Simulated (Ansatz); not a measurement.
`CC1O[SiH2]1`, 10 atoms. The species carries charge 0 and has multiplicity 1. All runs use 2 threads of an Intel Xeon 6975P-C on a shared host. Correlated methods freeze the cores.

Question: Give the basis size and wall time and peak host memory of each of these runs in Ansatz. RHF-CCSD(T)/def2-TZVPP energy; RKS PBE0-D4/def2-TZVP frequencies; direct RPA on PBE orbitals/def2-TZVPP energy; RKS ωB97M-V/def2-SVP energy; RKS ωB97M-V/def2-QZVPP energy; RKS r2SCANh-D4/def2-TZVPP energy; RHF-CCSD(T)/def2-SVP energy; RHF-MP2/def2-QZVPP energy; RKS PBE0-D4/def2-SVP energy; RKS PBE0-D4/def2-QZVPP energy; RKS PBE0-D4/def2-TZVP relaxation (6 steps); RKS PBE-D4/def2-TZVPP energy and forces. (Estimate.)

Answer: Computed: Other jobs shared the machine, so times are rough.

| level | job | functions | wall time | peak host memory (GiB) |
| --- | --- | --- | --- | --- |
| RKS PBE0-D4/def2-SVP | energy | 90 | 1.2 s | 0.18 |
| RKS PBE-D4/def2-TZVPP | energy and forces | 219 | 2.8 s | 0.26 |
| RKS ωB97M-V/def2-SVP | energy | 90 | 3.6 s | 0.26 |
| RHF-CCSD(T)/def2-SVP | energy | 90 | 3.9 s | 0.33 |
| RKS r2SCANh-D4/def2-TZVPP | energy | 219 | 5.5 s | 0.47 |
| direct RPA on PBE orbitals/def2-TZVPP | energy | 219 | 5.5 s | 0.47 |
| RKS PBE0-D4/def2-QZVPP | energy | 421 | 8 s | 1.1 |
| RKS ωB97M-V/def2-QZVPP | energy | 421 | 19 s | 1.4 |
| RKS PBE0-D4/def2-TZVP | relaxation (6 steps) | 166 | 24 s | 0.38 |
| RHF-MP2/def2-QZVPP | energy | 421 | 28 s | 2.2 |
| RHF-CCSD(T)/def2-TZVPP | energy | 219 | 54 s | 3.6 |
| RKS PBE0-D4/def2-TZVP | frequencies | 166 | 2.6 min | 0.41 |
